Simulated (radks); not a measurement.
Question: Species: Ti-. Configuration: [Ar] 3d3 4s2. All-electron calculation, scalar-relativistic Kohn-Sham, PBEsol, spin-polarised, spherical densities, finite nucleus; open shells are filled with parallel spins first; Fermi nuclear charge, rms radius 3.5921 fm; hard spherical wall at 2.5 bohr. Program: a radial shooting solver on a logarithmic mesh with Libxc functionals. Some entries of the table are withheld. Estimate them.

orbital,occ.,eigenvalue (hartree),r(max) (bohr),<1/r> (bohr^-1)
1s down,1,-176.6619,0.04559,21.78
1s up,1,-176.6613,0.04559,21.78
2s up,1,-17.73212,0.2694,4.531
2s down,1,-17.69725,0.2692,4.538
2p up,3,-14.32824,0.2199,4.437
2p down,3,-14.30119,0.2197,4.443
3s up,1,-0.73237,0.8941,1.340
3s down,1,-0.62512,0.8939,1.336
3p up,3,0.12193,0.9403,1.222
3p down,3,0.22694,0.9406,1.217
3d up,3,1.46336,1.059,1.010
3d down,0,1.56528,1.067,1.005
4s up,1,2.56873,1.805,1.004
4s down,1,2.64291,1.809,1.003
4p up,0,(1),(2),1.040
4p down,0,(3),(4),1.040
4d up,0,3.82923,1.865,1.049
4d down,0,3.90810,1.869,1.053
5s up,0,7.55159,(5),1.183
5s down,0,7.63243,(6),1.183

Answer: 
(1) 4p up eigenvalue (hartree): 3.07055
(2) 4p up r(max) (bohr): 1.835
(3) 4p down eigenvalue (hartree): 3.14514
(4) 4p down r(max) (bohr): 1.839
(5) 5s up r(max) (bohr): 2.091
(6) 5s down r(max) (bohr): 2.093
